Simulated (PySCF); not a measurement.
LDA on Sm (samarium, neutral), [Xe] 4f7 6s1, high-spin 9S determinant (an excited configuration). Calculation: PySCF 2.14, in x2c-TZVPPall (11s7p7d4f2g, 113 functions); the spin-free X2C one-electron Hamiltonian (Gaussian nucleus).

```
cycle= 1 E= -10418.4794952182  delta_E= -0.00469  |g|=  0.6  |ddm|= 0.829
cycle= 2 E= -10418.2317243818  delta_E= 0.248  |g|= 1.49  |ddm|= 0.954
cycle= 3 E= -10418.5305950162  delta_E= -0.299  |g|= 0.0521  |ddm|= 0.662
cycle= 4 E= -10418.5311124469  delta_E= -0.000517  |g|= 0.0166  |ddm|= 0.0471
cycle= 5 E= -10418.5311647114  delta_E= -5.23e-05  |g|= 0.000336  |ddm|= 0.0122
cycle= 6 E= -10418.53116475  delta_E= -3.86e-08  |g|= 4.08e-05  |ddm|= 0.000629
cycle= 7 E= -10418.5311647503  delta_E= -3.44e-10  |g|= 9.68e-07  |ddm|= 3.2e-05
converged SCF energy = -10418.5311647503  <S^2> = 20.003697  2S+1 = 9.0008215
```

Highest occupied orbital energy: 3.216 eV; ⟨L²⟩ = 0.00; populations by l: s 11.00, p 24.00, d 20.00, f 7.00.

Problem. Can this result be used?

Solution. Not for this state. The run converged. Spin-orbit coupling, which splits the p, d and f shells strongly at this Z, is absent. At LDA the highest occupied level has a positive energy, so only the finite basis holds that electron; for this excited configuration the basis is too tight for the outer shell.
